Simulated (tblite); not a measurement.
C2H4BFS2.
SMILES with atom numbers: `[F:1][C@H:2]1[CH2:3][S:4][BH:5][S:6]1` (hydrogens: H7 on C2; H8, H9 on C3; H10 on B5)

Computed with GFN2-xTB (tblite), gas phase: Langevin dynamics at 300 K from the optimised GFN2-xTB geometry, time step 0.5 fs, friction 0.01 fs⁻¹, 2000 steps. The instantaneous temperature is 2·E(kin)/(3Nk) with all 3N coordinates.

| t (fs) | T (K) | E(pot) above start (eV) | F1–C2 (Å) | C2–C3 (Å) | C3–S4 (Å) | S4–B5 (Å) | B5–S6 (Å) | C2–H7 (Å) |
| --- | --- | --- | --- | --- | --- | --- | --- | --- |
| 0 | 254 | 0.000 | 1.369 | 1.514 | 1.840 | 1.766 | 1.780 | 1.095 |
| 25 | 140 | 0.130 | 1.363 | 1.533 | 1.830 | 1.784 | 1.766 | 1.103 |
| 50 | 258 | 0.101 | 1.361 | 1.499 | 1.875 | 1.757 | 1.789 | 1.105 |
| 75 | 204 | 0.155 | 1.401 | 1.507 | 1.813 | 1.744 | 1.797 | 1.094 |
| 100 | 185 | 0.232 | 1.371 | 1.563 | 1.867 | 1.813 | 1.749 | 1.104 |
| 125 | 211 | 0.170 | 1.319 | 1.527 | 1.825 | 1.783 | 1.778 | 1.093 |
| 150 | 158 | 0.246 | 1.407 | 1.553 | 1.863 | 1.716 | 1.818 | 1.094 |
| 175 | 191 | 0.316 | 1.422 | 1.582 | 1.822 | 1.832 | 1.773 | 1.108 |
| 200 | 294 | 0.275 | 1.346 | 1.502 | 1.899 | 1.760 | 1.769 | 1.126 |
| 225 | 164 | 0.436 | 1.360 | 1.523 | 1.817 | 1.774 | 1.810 | 1.092 |
| 250 | 314 | 0.300 | 1.331 | 1.532 | 1.882 | 1.799 | 1.765 | 1.057 |
| 275 | 282 | 0.287 | 1.428 | 1.527 | 1.802 | 1.790 | 1.816 | 1.090 |
| 300 | 206 | 0.252 | 1.390 | 1.525 | 1.810 | 1.774 | 1.726 | 1.095 |
| 325 | 284 | 0.221 | 1.348 | 1.519 | 1.903 | 1.725 | 1.849 | 1.120 |
| 350 | 209 | 0.275 | 1.359 | 1.557 | 1.789 | 1.786 | 1.774 | 1.111 |
| 375 | 199 | 0.210 | 1.384 | 1.529 | 1.832 | 1.808 | 1.750 | 1.093 |
| 400 | 195 | 0.179 | 1.371 | 1.498 | 1.833 | 1.747 | 1.841 | 1.102 |
| 425 | 192 | 0.258 | 1.407 | 1.521 | 1.832 | 1.758 | 1.760 | 1.066 |
| 450 | 240 | 0.425 | 1.395 | 1.446 | 1.880 | 1.833 | 1.800 | 1.047 |
| 475 | 224 | 0.318 | 1.392 | 1.461 | 1.776 | 1.714 | 1.770 | 1.095 |
| 500 | 124 | 0.359 | 1.397 | 1.508 | 1.918 | 1.786 | 1.841 | 1.105 |
| 525 | 267 | 0.317 | 1.378 | 1.509 | 1.759 | 1.721 | 1.762 | 1.081 |
| 550 | 353 | 0.312 | 1.380 | 1.490 | 1.932 | 1.756 | 1.777 | 1.076 |
| 575 | 307 | 0.268 | 1.351 | 1.473 | 1.787 | 1.789 | 1.802 | 1.124 |
| 600 | 216 | 0.466 | 1.373 | 1.566 | 1.876 | 1.876 | 1.760 | 1.120 |
| 625 | 308 | 0.291 | 1.346 | 1.565 | 1.804 | 1.763 | 1.761 | 1.113 |
| 650 | 329 | 0.254 | 1.330 | 1.496 | 1.883 | 1.734 | 1.779 | 1.106 |
| 675 | 279 | 0.217 | 1.374 | 1.519 | 1.816 | 1.806 | 1.839 | 1.138 |
| 700 | 300 | 0.246 | 1.395 | 1.601 | 1.832 | 1.759 | 1.757 | 1.122 |
| 725 | 295 | 0.296 | 1.310 | 1.535 | 1.871 | 1.794 | 1.796 | 1.062 |
| 750 | 279 | 0.219 | 1.374 | 1.495 | 1.816 | 1.755 | 1.747 | 1.053 |
| 775 | 271 | 0.274 | 1.439 | 1.510 | 1.901 | 1.732 | 1.836 | 1.110 |
| 800 | 195 | 0.185 | 1.329 | 1.506 | 1.828 | 1.825 | 1.747 | 1.150 |
| 825 | 329 | 0.208 | 1.394 | 1.502 | 1.861 | 1.791 | 1.746 | 1.124 |
| 850 | 314 | 0.321 | 1.351 | 1.528 | 1.816 | 1.748 | 1.842 | 1.026 |
| 875 | 303 | 0.371 | 1.397 | 1.499 | 1.892 | 1.813 | 1.743 | 1.065 |
| 900 | 239 | 0.450 | 1.334 | 1.527 | 1.807 | 1.703 | 1.812 | 1.138 |
| 925 | 371 | 0.400 | 1.411 | 1.529 | 1.878 | 1.819 | 1.755 | 1.182 |
| 950 | 484 | 0.278 | 1.395 | 1.495 | 1.831 | 1.779 | 1.765 | 1.114 |
| 975 | 458 | 0.267 | 1.373 | 1.485 | 1.824 | 1.751 | 1.839 | 1.074 |
| 1000 | 260 | 0.273 | 1.395 | 1.497 | 1.877 | 1.799 | 1.729 | 1.056 |

**Question.** From 500 fs on, how do temperature and potential energy compare with equipartition?

**Answer.** The mean temperature of these 21 frames is 299 K against the target 300 K, and the mean potential energy 0.30 eV against 24 × kT/2 = 0.31 eV for 24 classical harmonic modes. For 10 atoms in a canonical ensemble the temperature itself scatters by T·√(2/(3N)) = 77 K; here its standard deviation is 77 K. The whole run lasts only 10 friction times of 100 fs, so these averages carry a wide statistical error.

**Question.** What are the kinetic and total energies of the listed frame with the highest potential energy?

**Answer.** The one at 600 fs, 0.466 eV above the start. Its kinetic energy is 3NkT/2 = 0.279 eV at 216 K, so the sum is 0.75 eV; over the listed frames the sum runs from 0.31 to 0.90 eV, since the thermostat adds and removes energy.

**Question.** How much do the listed bonds fluctuate from 500 fs on?

**Answer.** 
```
 bond  at the start (Å)  mean (Å)  standard deviation (Å)
F1–C2             1.369     1.373                   0.031
C2–C3             1.514     1.516                   0.030
C3–S4             1.840     1.848                   0.044
S4–B5             1.766     1.776                   0.039
B5–S6             1.780     1.783                   0.037
C2–H7             1.095     1.102                   0.037
```

The motion is classical and holds no zero-point motion.

The cost below is that of the whole dynamics run. The run took 13 s wall on one thread, Intel Xeon 6975P-C (x86_64), shared host with 192 logical CPUs at a one-minute load of 110, and the process peaked at 0.18 GiB of memory.
